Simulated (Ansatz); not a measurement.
H12FeO6, charge +2, quintet (typed; the unrestricted solution is spin-contaminated), geometry from GFN2-xTB (such geometries of metal compounds can be far from the true shape); B3LYP5/STO-3G (Ansatz, an electronic-structure program).

Ansatz was given this input:
Ansatz 0.2 input:
```yaml
crystal:
  periodic: [false, false, false]
  atoms:
    - {symbol: Fe, position_ang: [0.00000000, -0.00000000, 0.00000000]}
    - {symbol: O, position_ang: [-0.79869208, 1.92121829, -1.09025522]}
    - {symbol: H, position_ang: [-1.60432048, 1.99945531, -1.61214037]}
    - {symbol: H, position_ang: [-0.38758544, 2.79198585, -1.10691230]}
    - {symbol: O, position_ang: [1.85894760, 1.21084107, 0.77189568]}
    - {symbol: H, position_ang: [1.92753391, 1.70637022, 1.59485925]}
    - {symbol: H, position_ang: [2.70860665, 1.31341871, 0.33021753]}
    - {symbol: O, position_ang: [1.19333566, -0.60035771, -1.93214022]}
    - {symbol: H, position_ang: [1.74944912, -1.37738050, -2.05253820]}
    - {symbol: H, position_ang: [1.22668203, -0.11988749, -2.76614181]}
    - {symbol: O, position_ang: [-1.19333566, 0.60035771, 1.93214022]}
    - {symbol: H, position_ang: [-1.74944912, 1.37738050, 2.05253820]}
    - {symbol: H, position_ang: [-1.22668203, 0.11988749, 2.76614181]}
    - {symbol: O, position_ang: [-1.85894760, -1.21084107, -0.77189568]}
    - {symbol: H, position_ang: [-1.92753391, -1.70637022, -1.59485925]}
    - {symbol: H, position_ang: [-2.70860665, -1.31341871, -0.33021753]}
    - {symbol: O, position_ang: [0.79869208, -1.92121829, 1.09025522]}
    - {symbol: H, position_ang: [0.38758544, -2.79198585, 1.10691230]}
    - {symbol: H, position_ang: [1.60432048, -1.99945531, 1.61214037]}
basis:
  gaussian:
    orbitals: STO-3G
hamiltonian:
  xc: b3lyp5
total_charge: 2
magnetization: {spin_polarized: true, initial_magnetization: 4}
accuracy: high
```

The log (banner, timings and long lists left out):

```
Functional definition: B3LYP5
1434 factors; integrals over basis functions are off by at most 6.2e-9 eV
mean field evaluation 1: about -46143.5449 eV, gradient 6.7e1 eV
mean field evaluation 2: about -45833.1289 eV, gradient 1.3e2 eV
mean field evaluation 4: about -46293.1336 eV, gradient 1.4e1 eV
mean field evaluation 8: about -46293.1328 eV, gradient 1.4e1 eV
mean field evaluation 16: about -46299.4542 eV, gradient 3.8e-1 eV
mean field evaluation 32: about -46254.1876 eV, gradient 7.4e0 eV
mean field evaluation 64: about -46297.9294 eV, gradient 8.7e0 eV
mean field -46299.46747736 eV, -1701.4740468867 hartree, gradient 1.1e-8 eV, S^2 7.000892; 5 other end points of the search recorded, 0 dependent functions left out
reference -46299.46753096 eV, -1701.4740488565 hartree; 44, 40 occupied and 16, 20 virtual orbitals, 1434 factors
Total energy: -46299.46753096 eV, -1701.4740488565 hartree
```
